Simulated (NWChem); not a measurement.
Basis-set convergence for H$_{5}$AlN$_{2}$

```xyz
8

Al     0.0000     0.0000    -0.4789
H      0.0000     0.0000    -2.0587
N      1.5470     0.0000     0.3993
H      2.4530     0.0000    -0.0594
H      1.6767     0.0000     1.4063
N     -1.5470     0.0000     0.3993
H     -1.6767     0.0000     1.4063
H     -2.4530     0.0000    -0.0594
```
Charge 0, spin multiplicity 1.

Program: NWChem. The geometry was optimised at B3LYP/def2-SVP, a minimum by its harmonic frequencies. It is one conformer; others weren't searched.

Quantity: vertical ionisation energy at the level ΔCCSD(T) (Δ: difference of total energies, the cation a doublet at the parent's geometry with its hole in an orbital of symmetry a2 (C2v labels); it is the state that the SCF runs reached, from PBE0 orbitals for Hartree-Fock references, and need not be the lowest).

The correlated methods keep 7 core orbitals frozen. The Pople sets run with spherical d functions. The structure started from a generated list of species. No SCF solution was tested for a lower state. Open-shell Hartree-Fock references start from PBE0 orbitals; any time given for them includes that run.

Relative cost: rough, from shared machines, SCF included, STO-3G = 1.

```
basis    functions  vertical ionisation energy (eV)  relative cost
-------  ---------  -------------------------------  -------------
STO-3G          24                             4.69              1
3-21G           41                                …        under 3
6-31G*          56                                …        under 3
6-31+G*         68                                …              4
cc-pVDZ         71                             8.90              5
```

Task: Complete the blanks.

Result: 
- 3-21G, vertical ionisation energy (eV): 7.99
- 6-31G*, vertical ionisation energy (eV): 8.77
- 6-31+G*, vertical ionisation energy (eV): 9.07
